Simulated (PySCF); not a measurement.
AlH₃O₃, SMILES [OH][Al]([OH])[OH]. Atoms are numbered in the order given.

```xyz
7

Al     0.0000     0.0000     0.0000
O      0.1519     1.6901     0.0000
H      0.9946     2.1510     0.0000
O      1.3877    -0.9766     0.0000
H      1.3655    -1.9368     0.0000
O     -1.5396    -0.7135     0.0000
H     -2.3601    -0.2142     0.0000
```
Charge 0, spin multiplicity 1.

Coordinates come from a r2SCAN-D4/def2-SVP optimisation. The isomer is the one that the SMILES or the coordinates give; other isomers of the formula were not compared. The values are those of a single conformer.

The numbers are results of PySCF with IEF-PCM-B3LYP/def2-SVP, not measurements.

The values are the electrostatic part of the solvation free energy, E(continuum) − E(gas) at the gas-phase geometry, in a cavity of scaled van der Waals radii (PySCF's table); cavitation and dispersion terms are not included. A continuum can't describe solvent molecules that bind to the metal. In vacuum the orbital gap is 7.77 eV. The dipole moment in vacuum is 0.00 D.

Computed values in water (ε = 78.36), diethylether (ε = 4.24), N,N-dimethylformamide (ε = 37.22):
| solvent | ε | ΔG(elec) (kcal/mol) | dipole (D) | gap (eV) |
|---|---|---|---|---|
| water | 78.36 | -10.1 | 0.00 | 7.93 |
| diethylether | 4.24 | -7.0 | 0.00 | 7.88 |
| N,N-dimethylformamide | 37.22 | -9.9 | 0.00 | 7.93 |
